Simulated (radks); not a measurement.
Q: Coulomb parameter of the 3d shell of the nickel ion Ni2+ in the model configuration [Ar] 3d7 4s1, as a second difference U = [E(n + 0.25) + E(n - 0.25) - 2 E(n)] / (0.25)^2 with all orbitals relaxed. "Bare": the charge of the atom changes with n. "Screened": the 4s shell takes up the change at fixed total charge, which measures U(3d,3d) + U(4s,4s) - 2 U(3d,4s). All-electron calculation, Dirac Kohn-Sham, BLYP, spin-unpolarised, spherical densities, point nucleus; open shells are shared between the two j in proportion to 2j + 1. Program: a radial shooting solver on a logarithmic mesh with Libxc functionals. Estimate both.

A: U(bare) = 18.605 eV, U(screened by 4s) = 4.851 eV.
